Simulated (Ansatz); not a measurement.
A series at Ge: from `[GeH3][SiH2][SiH2][SiH2][GeH2][GeH3]`, ligands are replaced one by one, each step taking up H₂ and setting free GeH₄; n counts the steps. Ansatz, PBE0-D4/def2-TZVP geometries. Each molecule was computed in one conformer, which needn't be the lowest.

```csv
n,molecule,"HOMO energy, ωB97M-V/def2-TZVPP (eV)"
0,`[GeH3][SiH2][SiH2][SiH2][GeH2][GeH3]`,-9.69
1,`[GeH3][SiH2][SiH2][SiH2][GeH3]`,?
2,`[SiH3][SiH2][SiH2][GeH3]`,-9.84
3,`[SiH3][SiH2][SiH3]`,-10.00
```

Question: By hand: fit a straight line y = ȳ + b (n − n̄) to the 3 given rows and predict n = 1.

Answer: n̄ = 1.667, ȳ = -9.843; Σ(n − n̄)(y − ȳ) = -0.463, Σ(n − n̄)² = 4.667, so b = -0.099 eV a step. Prediction: -9.843 + (-0.099) × (-0.667) = -9.78 eV.

Question: By hand: compare with the computed value, -9.83 eV, and give the steps along the whole series.

Answer: The line misses by -0.05 eV (computed minus predicted). Steps: -0.14, -0.01, -0.16 eV.

The steps differ by up to 0.15 eV without a steady trend. The highest orbital can change its character along such a series. The miss is 16.1 % of the series' range.
